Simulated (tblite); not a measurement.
Species: C₃H₅FN₂Si.
Structure used (GFN2-xTB), in Å, numbered top down from 1:
```
atom  x, y, z in Å
N1     3.7293    1.2638   -0.2167
C2     2.6771    0.8131   -0.2946
C3     1.3853    0.2680   -0.4017
C4     0.4744    0.2746    0.5766
F5     0.7967    0.8266    1.7640
Si6   -1.2765   -0.4593    0.5059
N7    -1.6116   -0.5625   -1.1777
H8     1.1255   -0.1801   -1.3488
H9    -1.2583   -1.8322    1.0027
H10   -2.1155    0.4174    1.3290
H11   -1.5048    0.2537   -1.7601
H12   -2.4203   -1.0837   -1.4751
```

Computed values, GFN2-xTB/tblite, gas phase, harmonic and unscaled. Against measured fundamentals such values can be off by several per cent, at times by over 20. Modes of hydrogen on silicon can be 10 to 20 % off. One conformer, not necessarily the lowest.

Harmonic wavenumbers (cm⁻¹): 44.7, 94.5, 108.4, 163.8, 225.7, 279.4, 345.9, 357.8, 470.0, 515.3, 545.4, 555.5, 577.9, 705.5, 775.9, 781.2, 804.5, 829.7, 911.9, 1016.0, 1086.7, 1235.4, 1517.8, 1628.6, 2235.9, 2293.3, 2364.2, 3087.7, 3468.1, 3505.2.

A = 4705, B = 1152, C = 946.1 MHz; mass 116.021 u (most abundant isotopes); point group C1, symmetry number 1.

What is the zero-point energy?

Half the sum of the wavenumbers: 16266 cm⁻¹ = 194.58 kJ/mol.

Give the ideal-gas entropy at 350 K and 1 bar in the rigid-rotor, harmonic-oscillator model (classical rotation).

Translation 171.48, rotation 121.36, vibration 120.85: S = 413.7 J/(mol K).

And Cp and H(350 K) − H(0)?

Cp = 152.06 J/(mol K), of which vibrations give 118.80 (their classical limit is 30 R = 249.4); H(350 K) − H(0) = 33.71 kJ/mol without the zero-point energy, 22.07 from vibrations.

What must be added to the electronic energy to get the Gibbs energy at 350 K and 1 bar?

ZPE + [H(350 K) − H(0)] − T·S = 194.58 + 33.71 − 144.79 = 83.50 kJ/mol.

Which modes carry the vibrational entropy at 350 K?

44.7 cm⁻¹: 22.41; 94.5 cm⁻¹: 16.23; 108.4 cm⁻¹: 15.10; 163.8 cm⁻¹: 11.76; 225.7 cm⁻¹: 9.23; 279.4 cm⁻¹: 7.61 J/(mol K); the other 24 give 38.51 together.

Hindered rotation and anharmonicity are outside this model. Other conformers, if any are populated, would add a mixing term that is left out. The structure is chiral; the term R ln 2 for an equal mix with its mirror image is left out.
